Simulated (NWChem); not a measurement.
System: MoNH₂O₂Cl; SMILES [NH]=[Mo](=[O])([OH])[Cl]

NWChem input:

```
start job
memory heap 200 mb stack 900 mb global 1100 mb
geometry units angstroms noautoz
  Mo     0.013001    -0.203374     0.062128
  O      0.810015    -0.641535     1.460051
  N      0.946202    -0.724841    -1.284329
  H      1.817505    -1.159509    -1.588995
  Cl    -0.165729     2.072828    -0.049552
  O     -1.655067    -1.035020    -0.006757
  H     -1.989256    -1.540960    -0.756901
end
basis spherical
  * library def2-svp
end
ecp
  Mo library def2-ecp
end
dft
  xc xtpss03 ctpss03
  iterations 150
  mulliken
end
task dft energy
```

Structure relaxed at the PBE0/def2-SVP level. def2 effective core potentials on Mo; no spin-orbit coupling.

Predict the main results of this run. (TPSS/def2-SVP with def2 effective core potentials on Mo.) Quantities: energy (Ha); highest occupied level (eV); orbital gap (eV); dipole (D).

The energy (Ha) is -734.71. The highest occupied level (eV) is -7.17 and the orbital gap (eV) is 4.18. The dipole (D) is 3.25.
